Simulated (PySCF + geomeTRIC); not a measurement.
Method: TPSS-D3(BJ)/def2-SVP in PySCF + geomeTRIC. fastk is a local helper that only speeds up exchange builds. No frequencies were computed at this level.

```python
import json, numpy as np
from pyscf import gto, dft
from fastk import lowrank_exchange
atoms = """
Mo    -0.025523     0.038971     0.067046
O      1.046606    -0.442490     1.500843
H      1.159398    -0.930694     2.317324
O      0.256353    -1.566244    -0.717795
H      0.424354    -2.279541    -1.334604
N     -1.414348     0.241065    -1.268589
H     -1.782031    -0.492447    -1.872701
H     -2.020629     1.045680    -1.405250
N     -0.208512     1.903807     0.508049
H     -0.837218     2.308460     1.199327
H      0.280054     2.691573     0.086595
N      1.485678     0.731599    -0.950836
H      2.054687     0.132406    -1.541782
H      1.969583     1.620834    -0.898989
N     -1.455619    -0.271860     1.354105
H     -2.450971    -0.166361     1.180609
H     -1.353747    -0.391771     2.360105
"""
def scf(charge, spin, dm0=None):
    mol = gto.M(atom=atoms, basis='def2-svp', ecp={'Mo': 'def2-svp'}, charge=charge, spin=spin, verbose=3, max_memory=10080)
    mf = dft.KS(mol, xc='tpss').density_fit(auxbasis="def2-universal-jkfit")
    mf.disp = 'd3bj'
    mf.grids.level = 3
    mf.conv_tol = 1e-8
    mf.max_cycle = 120
    mf.level_shift = 0.25
    mf.kernel(dm0)
    if not mf.converged:
        mf = mf.newton().run(mf.mo_coeff, mf.mo_occ).undo_soscf()
    return mf
mf = scf(0, 0)
from pyscf.geomopt.geometric_solver import kernel as optimize
path = []
done, mol = optimize(mf, maxsteps=120, assert_convergence=False, callback=lambda env: path.append((env["energy"], bool(env["g_scanner"].converged))))
res = dict(converged=bool(done and path[-1][1]), energy=path[-1][0], path=[e for e, c in path], xyz=mol.atom_coords(unit="Angstrom").tolist(), nao=mol.nao)
json.dump(res, open("result.json", "w"))
```

Output:

```
converged SCF energy = -443.537832357271
Geometry optimization cycle 1
converged SCF energy = -443.53783234391
cycle 1: E = -443.537832344  dE = -443.538  norm(grad) = 0.0983006
Geometry optimization cycle 2
converged SCF energy = -443.552562111348
cycle 2: E = -443.552562111  dE = -0.0147298  norm(grad) = 0.0326243
Geometry optimization cycle 3
converged SCF energy = -443.557092317165
cycle 3: E = -443.557092317  dE = -0.00453021  norm(grad) = 0.0187299
Geometry optimization cycle 4
converged SCF energy = -443.556567916512
cycle 4: E = -443.556567917  dE = 0.000524401  norm(grad) = 0.0513301
Geometry optimization cycle 5
converged SCF energy = -443.563622567877
cycle 5: E = -443.563622568  dE = -0.00705465  norm(grad) = 0.0225832
Geometry optimization cycle 6
converged SCF energy = -443.566505744305
cycle 6: E = -443.566505744  dE = -0.00288318  norm(grad) = 0.0192951
Geometry optimization cycle 7
converged SCF energy = -443.56785275637
cycle 7: E = -443.567852756  dE = -0.00134701  norm(grad) = 0.0272165
Geometry optimization cycle 8
converged SCF energy = -443.569897886736
cycle 8: E = -443.569897887  dE = -0.00204513  norm(grad) = 0.0117484
Geometry optimization cycle 9
converged SCF energy = -443.570658577171
cycle 9: E = -443.570658577  dE = -0.00076069  norm(grad) = 0.00745893
Geometry optimization cycle 10
converged SCF energy = -443.570832421645
cycle 10: E = -443.570832422  dE = -0.000173844  norm(grad) = 0.0108048
Geometry optimization cycle 11
converged SCF energy = -443.571319322307
cycle 11: E = -443.571319322  dE = -0.000486901  norm(grad) = 0.00617157
Geometry optimization cycle 12
converged SCF energy = -443.571485089057
cycle 12: E = -443.571485089  dE = -0.000165767  norm(grad) = 0.00392509
Geometry optimization cycle 13
converged SCF energy = -443.571709329568
cycle 13: E = -443.57170933  dE = -0.000224241  norm(grad) = 0.00333728
Geometry optimization cycle 14
converged SCF energy = -443.571756276361
cycle 14: E = -443.571756276  dE = -4.69468e-05  norm(grad) = 0.00234709
Geometry optimization cycle 15
converged SCF energy = -443.571787442598
cycle 15: E = -443.571787443  dE = -3.11662e-05  norm(grad) = 0.00113623
Geometry optimization cycle 16
converged SCF energy = -443.571798357516
cycle 16: E = -443.571798358  dE = -1.09149e-05  norm(grad) = 0.000899376
Geometry optimization cycle 17
converged SCF energy = -443.571805874628
cycle 17: E = -443.571805875  dE = -7.51711e-06  norm(grad) = 0.00109906
Geometry optimization cycle 18
converged SCF energy = -443.571811602173
cycle 18: E = -443.571811602  dE = -5.72755e-06  norm(grad) = 0.0010261
Geometry optimization cycle 19
converged SCF energy = -443.571815475658
cycle 19: E = -443.571815476  dE = -3.87348e-06  norm(grad) = 0.000665537
Geometry optimization cycle 20
converged SCF energy = -443.571817320614
cycle 20: E = -443.571817321  dE = -1.84496e-06  norm(grad) = 0.000399745
Geometry optimization cycle 21
converged SCF energy = -443.571817877059
cycle 21: E = -443.571817877  dE = -5.56445e-07  norm(grad) = 0.000423332
Geometry optimization cycle 22
converged SCF energy = -443.571817561087
cycle 22: E = -443.571817561  dE = 3.15971e-07  norm(grad) = 0.000595045
Geometry optimization cycle 23
converged SCF energy = -443.571818077972
cycle 23: E = -443.571818078  dE = -5.16884e-07  norm(grad) = 0.00050109
<class 'geometric.internal.Distance'> : 16
<class 'geometric.internal.Angle'> : 12
<class 'geometric.internal.LinearAngle'> : 8
<class 'geometric.internal.OutOfPlane'> : 16
<class 'geometric.internal.Dihedral'> : 44
<class 'geometric.internal.TranslationX'> : 1
<class 'geometric.internal.TranslationY'> : 1
<class 'geometric.internal.TranslationZ'> : 1
<class 'geometric.internal.RotationA'> : 1
<class 'geometric.internal.RotationB'> : 1
<class 'geometric.internal.RotationC'> : 1
Step    0 : Gradient = 2.384e-02/4.987e-02 (rms/max) Energy = -443.5378323439
Step    1 : Displace = 9.831e-02/1.373e-01 (rms/max) Trust = 1.000e-01 (=) Grad = 7.913e-03/1.492e-02 (rms/max) E (change) = -443.5525621113 (-1.473e-02) Quality = 0.566
Step    2 : Displace = 8.248e-02/1.798e-01 (rms/max) Trust = 1.000e-01 (=) Grad = 4.543e-03/1.030e-02 (rms/max) E (change) = -443.5570923172 (-4.530e-03) Quality = 1.166
Step    3 : Displace = 1.463e-01/3.163e-01 (rms/max) Trust = 1.414e-01 (+) Grad = 1.245e-02/2.290e-02 (rms/max) E (change) = -443.5565679165 (+5.244e-04) Quality = -0.095
Step    4 : Displace = 7.424e-02/1.206e-01 (rms/max) Trust = 7.071e-02 (-) Grad = 5.477e-03/1.286e-02 (rms/max) E (change) = -443.5636225679 (-7.055e-03) Quality = 1.145
Step    5 : Displace = 8.563e-02/2.190e-01 (rms/max) Trust = 1.000e-01 (+) Grad = 4.680e-03/1.165e-02 (rms/max) E (change) = -443.5665057443 (-2.883e-03) Quality = 1.198
Step    6 : Displace = 1.428e-01/3.255e-01 (rms/max) Trust = 1.414e-01 (+) Grad = 6.601e-03/1.435e-02 (rms/max) E (change) = -443.5678527564 (-1.347e-03) Quality = 0.322
Step    7 : Displace = 6.246e-02/1.273e-01 (rms/max) Trust = 1.414e-01 (=) Grad = 2.849e-03/5.583e-03 (rms/max) E (change) = -443.5698978867 (-2.045e-03) Quality = 1.037
Step    8 : Displace = 3.877e-02/1.300e-01 (rms/max) Trust = 2.000e-01 (+) Grad = 1.809e-03/4.540e-03 (rms/max) E (change) = -443.5706585772 (-7.607e-04) Quality = 1.286
Step    9 : Displace = 5.224e-02/1.517e-01 (rms/max) Trust = 2.828e-01 (+) Grad = 2.621e-03/5.633e-03 (rms/max) E (change) = -443.5708324216 (-1.738e-04) Quality = 0.318
Step   10 : Displace = 2.968e-02/7.958e-02 (rms/max) Trust = 2.828e-01 (=) Grad = 1.497e-03/2.478e-03 (rms/max) E (change) = -443.5713193223 (-4.869e-04) Quality = 0.964
Step   11 : Displace = 9.431e-03/1.975e-02 (rms/max) Trust = 3.000e-01 (+) Grad = 9.520e-04/1.486e-03 (rms/max) E (change) = -443.5714850891 (-1.658e-04) Quality = 1.576
Step   12 : Displace = 2.981e-02/5.768e-02 (rms/max) Trust = 3.000e-01 (=) Grad = 8.094e-04/1.612e-03 (rms/max) E (change) = -443.5717093296 (-2.242e-04) Quality = 1.002
Step   13 : Displace = 7.803e-03/1.696e-02 (rms/max) Trust = 3.000e-01 (=) Grad = 5.693e-04/1.082e-03 (rms/max) E (change) = -443.5717562764 (-4.695e-05) Quality = 1.244
Step   14 : Displace = 9.649e-03/2.215e-02 (rms/max) Trust = 3.000e-01 (=) Grad = 2.756e-04/5.350e-04 (rms/max) E (change) = -443.5717874426 (-3.117e-05) Quality = 0.918
Step   15 : Displace = 4.510e-03/7.719e-03 (rms/max) Trust = 3.000e-01 (=) Grad = 2.181e-04/4.118e-04 (rms/max) E (change) = -443.5717983575 (-1.091e-05) Quality = 0.909
Step   16 : Displace = 4.715e-03/1.054e-02 (rms/max) Trust = 3.000e-01 (=) Grad = 2.666e-04/5.678e-04 (rms/max) E (change) = -443.5718058746 (-7.517e-06) Quality = 0.735
Step   17 : Displace = 3.991e-03/1.038e-02 (rms/max) Trust = 3.000e-01 (=) Grad = 2.489e-04/5.997e-04 (rms/max) E (change) = -443.5718116022 (-5.728e-06) Quality = 0.695
Step   18 : Displace = 3.297e-03/8.131e-03 (rms/max) Trust = 3.000e-01 (=) Grad = 1.614e-04/3.318e-04 (rms/max) E (change) = -443.5718154757 (-3.873e-06) Quality = 0.630
Step   19 : Displace = 2.027e-03/3.776e-03 (rms/max) Trust = 3.000e-01 (=) Grad = 9.695e-05/1.775e-04 (rms/max) E (change) = -443.5718173206 (-1.845e-06) Quality = 0.573
Step   20 : Displace = 1.428e-03/2.657e-03 (rms/max) Trust = 3.000e-01 (=) Grad = 1.027e-04/2.022e-04 (rms/max) E (change) = -443.5718178771 (-5.564e-07) Quality = 0.294
Step   21 : Displace = 1.636e-03/3.047e-03 (rms/max) Trust = 3.000e-01 (=) Grad = 1.443e-04/3.368e-04 (rms/max) E (change) = -443.5718175611 (+3.160e-07) Quality = -0.137
Step   22 : Displace = 8.435e-04/1.664e-03 (rms/max) Trust = 8.182e-04 (-) Grad = 1.215e-04/2.735e-04 (rms/max) E (change) = -443.5718180780 (-5.169e-07) Quality = 0.223
Converged! =D
```

Cost: very roughly 30 core-minutes.
